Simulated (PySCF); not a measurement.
Compound: C4H10Se.
Atom-mapped SMILES: `[CH3:1][CH2:2][C@@H:3]([CH3:4])[SeH:5]` (hydrogens: H6, H7, H8 on C1; H9, H10 on C2; H11 on C3; H12, H13, H14 on C4; H15 on Se5)

A GFN2-xTB structure was refined with PySCF 2.14.0, PBE0-D3(BJ)/def2-SVP geometry optimisation, gas phase. Its GFN2-xTB values:

```
 coordinate  GFN2-xTB
      C1–C2   1.523 Å
      C1–H6   1.091 Å
      C2–C3   1.522 Å
      C2–H9   1.094 Å
     C2–H10   1.094 Å
      C3–C4   1.518 Å
     C3–Se5   2.010 Å
     C3–H11   1.095 Å
     C4–H12   1.089 Å
    Se5–H15   1.444 Å
   C1–C2–C3    112.9°
   C2–C3–C4    112.1°
  C2–C3–Se5    109.0°
  C4–C3–Se5    109.7°
C1–C2–C3–C4      176°
```

**Question.** How do these coordinates change at the PBE0-D3(BJ)/def2-SVP level?

**Answer.** 
```
 coordinate  PBE0-D3(BJ)/def2-SVP (Å or °)  change
     C3–Se5                          1.980  -0.030
    Se5–H15                          1.470  +0.026
     C4–H12                          1.103  +0.014
     C2–H10                          1.105  +0.011
      C2–H9                          1.104  +0.010
      C1–H6                          1.101  +0.010
     C3–H11                          1.102  +0.007
      C1–C2                          1.520  -0.003
      C2–C3                          1.525  +0.003
      C3–C4                          1.517  -0.001
   C1–C2–C3                          115.2    +2.3
  C4–C3–Se5                          111.2    +1.5
  C2–C3–Se5                          108.4    -0.6
   C2–C3–C4                          112.2    +0.1
C1–C2–C3–C4                            175      -1
```

The energy falls by 1.1 kcal/mol over 4 energy and gradient evaluations, the largest force component goes from 0.0132 to 4.0e-04 Eh/bohr, and the atoms move by 0.038 Å rms after alignment. The bond that changes most is C3–Se5 (ends: sp3 carbon bound to selenium; selenium bonded to C and H), which shortens by 0.030 Å. Bonds longer at the end by more than 0.005 Å: 10 of 14; shorter: 1. Rotational constants go from 3780, 2240, 1497 to 3748, 2258, 1500 MHz.

The run used 138 basis functions and 27 SCF cycles in all. On an Arm Neoverse V2 with one thread, on a shared host, this took 30 s.

Whether it is a minimum is left open (no frequencies). The numbers are those of one conformer.

The values belong to the conformer `[CH3:1][CH2:2][C@@H:3]([CH3:4])[SeH:5]`: C1–C2–C3–C4 175°, H–Se5–C3–C2 -171°.
